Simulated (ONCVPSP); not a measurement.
# Logarithmic derivatives: Si, ONCV

```
Element                 : silicon
Generator               : ONCVPSP 4.0.1
Type                    : optimised norm-conserving Vanderbilt (ONCV)
Functional              : PBE
Relativity              : scalar-relativistic
Frozen core             : [He]
Valence charge          : 12
Reference configuration : 2s2 2p6 3s2 3p2
Partial waves           : 2s+3s: rc 0.90 bohr, ncon 5, nbas 8, qcut 16.2 1/bohr, 3 projectors, debl 1.9 Ha; 2p+3p: rc 0.95 bohr, ncon 4, nbas 7, qcut 18 1/bohr, 2 projectors
Local potential         : polynomial inside 0.60 bohr (lpopt 5, dvloc0 0 Ha)
Core correction         : polynomial model core, fcfact 0.4
```

The phase is arctan(r·R′/R) of the radial function R(r), unwrapped; energies in Ha, scanned from -7 to 5 Ha. A pole is an energy at which the radial function vanishes at the test radius. The pseudo phase is shifted by a multiple of π to meet the all-electron one at the reference energy, and phase errors are pseudo minus all-electron; the curves can meet again beyond the range given. Levels narrower than the energy grid can be missing from the lists of poles.

```json
{"channel": "s", "radius (bohr)": "0.92", "reference energy (Ha)": "-0.40", "poles, all-electron": "-3.61", "poles, pseudo": "-3.61", "unbroken range about the reference energy with phases within 0.05 rad": "the whole range", "phase error 1 Ha above the reference energy (rad)": "+0.000"}
{"channel": "p", "radius (bohr)": "0.97", "reference energy (Ha)": "-0.15", "poles, all-electron": "-2.57", "poles, pseudo": "-2.57", "unbroken range about the reference energy with phases within 0.05 rad": "the whole range", "phase error 1 Ha above the reference energy (rad)": "+0.000"}
```

Phases in the s channel:

| E (Ha) | all-electron | pseudo |
| --- | --- | --- |
| -6.96 | 0.084 | 0.084 |
| -6.64 | -0.225 | -0.225 |
| -6.32 | -0.541 | -0.541 |
| -6.00 | -0.812 | -0.812 |
| -5.68 | -1.021 | -1.021 |
| -5.36 | -1.175 | -1.175 |
| -5.04 | -1.290 | -1.290 |
| -4.72 | -1.378 | -1.378 |
| -4.40 | -1.447 | -1.447 |
| -4.08 | -1.504 | -1.504 |
| -3.76 | -1.551 | -1.551 |
| -3.44 | -1.592 | -1.592 |
| -3.12 | -1.628 | -1.628 |
| -2.80 | -1.661 | -1.661 |
| -2.48 | -1.691 | -1.691 |
| -2.16 | -1.719 | -1.719 |
| -1.84 | -1.746 | -1.746 |
| -1.52 | -1.773 | -1.773 |
| -1.20 | -1.799 | -1.799 |
| -0.88 | -1.826 | -1.826 |
| -0.56 | -1.853 | -1.853 |
| -0.24 | -1.882 | -1.882 |
| 0.08 | -1.912 | -1.912 |
| 0.40 | -1.944 | -1.944 |
| 0.72 | -1.979 | -1.979 |
| 1.04 | -2.018 | -2.018 |
| 1.36 | -2.061 | -2.060 |
| 1.68 | -2.108 | -2.108 |
| 2.00 | -2.163 | -2.163 |
| 2.32 | -2.225 | -2.225 |
| 2.64 | -2.298 | -2.298 |
| 2.96 | -2.383 | -2.382 |
| 3.28 | -2.482 | -2.482 |
| 3.60 | -2.598 | -2.597 |
| 3.92 | -2.731 | -2.731 |
| 4.24 | -2.882 | -2.882 |
| 4.56 | -3.047 | -3.047 |
| 4.88 | -3.218 | -3.218 |
